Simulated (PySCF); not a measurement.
C4H9O, SMILES CC(C)(C)[O], multiplicity 2. Atoms are numbered in the order given.

```xyz
14

C     -0.5797    -1.3749     0.0000
C      0.0819     0.0237     0.0000
C     -0.3104     0.7888    -1.2679
C     -0.3104     0.7888     1.2679
O      1.4203    -0.2674     0.0000
H     -1.6721    -1.2449     0.0000
H     -0.2843    -1.9404     0.8945
H     -0.2843    -1.9404    -0.8945
H     -1.3950     0.9723    -1.3052
H      0.2031     1.7616    -1.2951
H     -0.0133     0.2196    -2.1604
H     -0.0133     0.2196     2.1604
H     -1.3950     0.9723     1.3052
H      0.2031     1.7616     1.2951
```
Charge 0, spin multiplicity 2.

Coordinates come from a PBE0-D3(BJ)/def2-SVP optimisation. The isomer is the one that the SMILES or the coordinates give; other isomers of the formula were not compared.

These are PBE0/def2-TZVP in PySCF values and carry that method's errors.

Atomic charges (e):

| atom | Mulliken | meta-Löwdin | Mulliken spin |
|---|---|---|---|
| C1 | ___ | -0.33 | 0.10 |
| C2 | ___ | 0.26 | -0.05 |
| C3 | ___ | -0.36 | 0.02 |
| C4 | ___ | -0.36 | 0.02 |
| O5 | ___ | -0.29 | 0.89 |
| H6 | ___ | 0.13 | 0.02 |
| H7 | ___ | 0.12 | 0.00 |
| H8 | ___ | 0.12 | 0.00 |
| H9 | ___ | 0.11 | 0.00 |
| H10 | ___ | 0.12 | 0.00 |
| H11 | ___ | 0.12 | 0.00 |
| H12 | ___ | 0.12 | 0.00 |
| H13 | ___ | 0.11 | 0.00 |
| H14 | ___ | 0.12 | 0.00 |

Problem. Some entries are withheld; supply them. (Estimate from the structure and the level; the computed values follow.)

Solution. 
- C1, Mulliken: -0.36
- C2, Mulliken: 0.16
- C3, Mulliken: -0.35
- C4, Mulliken: -0.35
- O5, Mulliken: -0.23
- H6, Mulliken: 0.13
- H7, Mulliken: 0.14
- H8, Mulliken: 0.14
- H9, Mulliken: 0.11
- H10, Mulliken: 0.13
- H11, Mulliken: 0.13
- H12, Mulliken: 0.13
- H13, Mulliken: 0.11
- H14, Mulliken: 0.13

Computed Mayer and Wiberg (Löwdin basis) orders of the bonds:
```tsv
bond	Mayer	Wiberg
C1–C2	0.92	1.12
C2–C3	0.97	1.18
C2–C4	0.97	1.18
C2–O5	1.18	1.75
C1–H6	0.95	0.88
C1–H7	0.97	0.90
C1–H8	0.97	0.90
C3–H9	0.96	0.90
C3–H10	0.97	0.90
C3–H11	0.97	0.90
C4–H12	0.97	0.90
C4–H13	0.96	0.90
C4–H14	0.97	0.90
```
